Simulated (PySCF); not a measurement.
Species: C2H12OSi3.
Atom-mapped SMILES: `[CH3:1][O:2][CH2:3][SiH:4]([SiH3:5])[SiH3:6]` (hydrogens: H7, H8, H9 on C1; H10, H11 on C3; H12 on Si4; H13, H14, H15 on Si5; H16, H17, H18 on Si6)

Method: PySCF 2.14.0, PBE0-D3(BJ)/def2-SVP geometry optimisation, gas phase; density fitting, grid level 1; the optimiser is geomeTRIC in internal coordinates, started from a GFN2-xTB structure with every atom displaced at random (about 0.01 Å).

Step 0: E = -27923.3766 eV
```
atom  x, y, z in Å  |  force x, y, z in eV/Å
C1     -2.7587    0.7472    0.4127   -0.319   1.748  -0.140
O2     -1.4591    0.7211   -0.0454    0.365  -0.340  -0.244
C3     -0.9280   -0.5811   -0.1205    1.319   0.829   0.942
Si4     0.9303   -0.2545   -0.6788   -1.679  -0.462   0.188
Si5     2.2158   -2.0708   -0.0637   -0.107   0.031   0.594
Si6     1.2419    1.8806    0.1769    0.291  -0.084   0.141
H7     -2.8580    0.3582    1.4222   -0.025  -0.293   0.670
H8     -3.0610    1.8254    0.4111   -0.005  -0.616   0.126
H9     -3.4466    0.2138   -0.2378   -0.394  -0.436  -0.437
H10    -1.4900   -1.1995   -0.7990   -0.457  -0.618  -0.777
H11    -0.9771   -1.0680    0.8816    0.092   0.008  -0.145
H12     0.8233   -0.2354   -2.1474    0.238   0.114  -0.544
H13     3.5821   -1.8310   -0.4601    1.058   0.181  -0.304
H14     2.2199   -2.2735    1.4059   -0.070   0.102   0.298
H15     1.8363   -3.3723   -0.6256   -0.387  -0.340  -0.395
H16     0.5267    2.9657   -0.4950   -0.388   0.217  -0.458
H17     0.9095    1.9631    1.6021   -0.195  -0.170   0.562
H18     2.6652    2.2238    0.0946    0.663   0.129  -0.077
```

Step 1: E = -27923.6561 eV
```
atom  x, y, z in Å  |  force x, y, z in eV/Å
C1     -2.8416    0.7368    0.4152    0.008   0.014  -0.009
O2     -1.5250    0.7299   -0.0495   -0.047   0.039  -0.029
C3     -0.9428   -0.5480   -0.1205    0.099   0.098   0.040
Si4     0.8777   -0.2495   -0.7030   -0.721  -0.148  -0.088
Si5     2.2412   -2.0233   -0.0330    0.105   0.027   0.084
Si6     1.3594    1.8574    0.1874    0.185   0.011   0.055
H7     -2.9197    0.3243    1.4409    0.006  -0.017  -0.023
H8     -3.1915    1.7786    0.4300    0.039   0.019   0.010
H9     -3.5167    0.1577   -0.2442    0.018  -0.050  -0.003
H10    -1.5040   -1.2024   -0.8243    0.145   0.016   0.069
H11    -0.9682   -1.0432    0.8725    0.032  -0.049   0.005
H12     0.8042   -0.2153   -2.1987    0.206   0.070  -0.038
H13     3.6549   -1.7913   -0.4471    0.069   0.008  -0.048
H14     2.2182   -2.1643    1.4553   -0.037   0.005   0.030
H15     1.7703   -3.3052   -0.6368   -0.035  -0.046  -0.026
H16     0.6214    2.9265   -0.5373   -0.075   0.037  -0.036
H17     1.0151    1.8835    1.6388   -0.069  -0.030   0.046
H18     2.8197    2.1605    0.0882    0.073  -0.004  -0.038
```

Question: Estimate the geometry and energy of step 2. (The exact step hangs on the optimiser's Hessian estimate; all steps are aligned on step 1, rigid shifts and turns removed.)

Answer: E = -27923.6791 eV, largest force 0.310 eV/Å
```
atom  x, y, z in Å  |  force x, y, z in eV/Å
C1     -2.8502    0.7281    0.4125   -0.035   0.015  -0.006
O2     -1.5354    0.7366   -0.0523    0.008  -0.061  -0.013
C3     -0.9432   -0.5371   -0.1103    0.054   0.088   0.021
Si4     0.8542   -0.2450   -0.7106   -0.289  -0.063  -0.090
Si5     2.2302   -2.0135   -0.0335    0.072   0.025   0.038
Si6     1.3754    1.8536    0.1862    0.139   0.000   0.035
H7     -2.9203    0.3164    1.4387   -0.006  -0.003  -0.001
H8     -3.2107    1.7665    0.4237    0.003  -0.005   0.006
H9     -3.5138    0.1312   -0.2436   -0.001  -0.005   0.006
H10    -1.4908   -1.2061   -0.8056    0.009  -0.026   0.018
H11    -0.9524   -1.0306    0.8847    0.011   0.014  -0.002
H12     0.8249   -0.1969   -2.2091    0.105   0.040   0.006
H13     3.6470   -1.7787   -0.4509   -0.005  -0.005  -0.014
H14     2.1957   -2.1487    1.4568   -0.013   0.000  -0.001
H15     1.7583   -3.2992   -0.6368   -0.001  -0.008   0.005
H16     0.6410    2.9331   -0.5360   -0.016   0.000   0.010
H17     1.0184    1.8697    1.6381   -0.022  -0.003  -0.004
H18     2.8442    2.1333    0.0818   -0.012  -0.003  -0.014
```

The energy changes by -0.0230 eV. The first-order estimate −F·Δx gives -0.0324 eV and the mean of the old and new forces, exact on a quadratic surface, -0.0229 eV. The step makes an angle of 66° with the force vector and moves no atom by more than 0.037 Å.

The cost below is that of the whole optimisation. On one thread of an Arm Neoverse V2, on a shared host, this took 1.8 min of wall time and 0.63 GiB of memory at its peak.
